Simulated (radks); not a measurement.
All-electron atom: the technetium ion Tc2+ in [Kr] 4d4.5 5p0.5 (fractional occupations, a model configuration).

Method: Dirac Kohn-Sham, PBE, spin-unpolarised, spherical densities, finite nucleus; open shells fill j = l - 1/2 first; Fermi nuclear charge, rms radius 4.4112 fm; computed with a radial shooting solver on a logarithmic mesh with Libxc functionals.

Energy parts (eV):
part                       energy
total                 -116606.446
kinetic                121124.800
electron-nucleus      -281015.204
Hartree                 46765.739
exchange-correlation    -3481.780

Orbitals (lengths in bohr, moments of r in powers of bohr; r(90%) holds 90 % of the orbital's charge):
| orbital | occ. | eigenvalue (eV) | <r^4> | r(90%) |
|---|---|---|---|---|
| 1s1/2 | 2 | -20876.44 | 6.520e-06 | 0.0614 |
| 2s1/2 | 2 | -2994.041 | 0.001196 | 0.231 |
| 2p1/2 | 2 | -2762.342 | 0.0007910 | 0.208 |
| 2p3/2 | 4 | -2644.088 | 0.0008906 | 0.214 |
| 3s1/2 | 2 | -537.1484 | 0.06033 | 0.613 |
| 3p1/2 | 2 | -448.1034 | 0.06187 | 0.618 |
| 3p3/2 | 4 | -428.3276 | 0.06823 | 0.633 |
| 3d3/2 | 4 | -270.8334 | 0.06891 | 0.633 |
| 3d5/2 | 6 | -267.0321 | 0.07112 | 0.638 |
| 4s1/2 | 2 | -92.0546 | 2.397 | 1.53 |
| 4p1/2 | 2 | -65.9826 | 3.549 | 1.69 |
| 4p3/2 | 4 | -63.0113 | 3.925 | 1.74 |
| 4d3/2 | 4 | -24.6646 | 16.10 | 2.47 |
| 4d5/2 | 0.5 | -24.3430 | 16.71 | 2.49 |
| 5p1/2 | 0.5 | -14.2042 | 227.1 | 4.81 |
| 5p3/2 | 0 | -13.8710 | 245.8 | 4.91 |

The highest occupied level is 5p1/2 at -14.204 eV. The electron density at the nucleus is 1.001e+05 e/bohr^3. The density falls to 0.001 e/bohr^3 at r = 3.90 bohr. Summed over all electrons, <r^2> = 35.01 bohr^2, which gives a Langevin (diamagnetic) susceptibility term of -27.7 x 10^-6 cm^3/mol.
